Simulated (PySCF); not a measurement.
CrO2Cl, SMILES [Cr+]([Cl])(=[O])=[O], charge +1, multiplicity 1.

Coordinates come from a B3LYP-D3(BJ)/def2-SVP optimisation. The spin state was assumed, not searched. The isomer is the one that the SMILES or the coordinates give; other isomers of the formula were not compared.

Two levels are set side by side: TDDFT-PBE/def2-SVPD (PySCF) and TDDFT-M06-2X/def2-SVPD (PySCF). Vertical, same geometry. The lowest singlet is HOMO→LUMO 99 % with PBE and HOMO→LUMO 60 %, HOMO→LUMO+1 35 % with the other functional; states are paired by order. Differences are taken from unrounded values.

| quantity | TDDFT-M06-2X | TDDFT-PBE | TDDFT-PBE minus TDDFT-M06-2X |
|---|---|---|---|
| lowest singlet excitation (eV) | 2.33 | 1.63 | -0.70 |
| lowest triplet excitation (TDA) (eV) | 2.10 | 1.43 | -0.67 |

Functionals without exact exchange tend to place singlet excitations lower, as here. Differences between two approximate levels are no errors against the true value.

Rough cost on one machine, each run with all the roots and properties that it gave: TDDFT-M06-2X against TDDFT-PBE about 10 times.
